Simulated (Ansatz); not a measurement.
Two isomers of CH8OSiSn: A = `CO[SiH2][SnH3]`, B = `[SiH3]C[O][SnH3]`.

Isolated molecules relaxed with PBE0-D4/def2-TZVP in Ansatz; ΔE leaves out vibrations. CCSD(T)/CBS adds triple-zeta CCSD(T) − MP2 to the extrapolated MP2 energy (def2 sets, frozen cores). DFT in def2-TZVPP. B3LYP here is the variant with VWN-RPA as its local correlation; programs differ in this. Elements past krypton have def2 core potentials. For Sn outer-core shells are correlated without core-valence functions, which leaves a few kJ/mol of doubt a bond. One conformer a species, not always the lowest.

Problem. Which isomer does CCSD(T)/CBS put lower? Give the gap. (Best estimate.)

Solution. Ansatz gave: A, by 106.7 kJ/mol.

Problem. Give E(B) − E(A) in kJ/mol with B3LYP, ωB97M-V, PBE-D4, HF/def2-TZVPP, MP2/def2-TZVPP, r2SCAN-D4, PBE0-D4. (Best estimate.)

Solution. The calculation gave: B3LYP 108.8, ωB97M-V 108.1, PBE-D4 108.9, HF/def2-TZVPP 112.3, MP2/def2-TZVPP 108.4, r2SCAN-D4 110.4, PBE0-D4 114.8. None reverses the order clearly.

Largest T1 diagnostic: 0.014.

From PBE to PBE0 (25 % exact exchange), in def2-TZVPP and without D4, E(B) − E(A) moves by +5.8 kJ/mol. In def2-TZVPP, CCSD(T) changes the Hartree–Fock value by −5.1 kJ/mol (the triples alone add −2.3 kJ/mol) and MP2 by −4.0 kJ/mol.
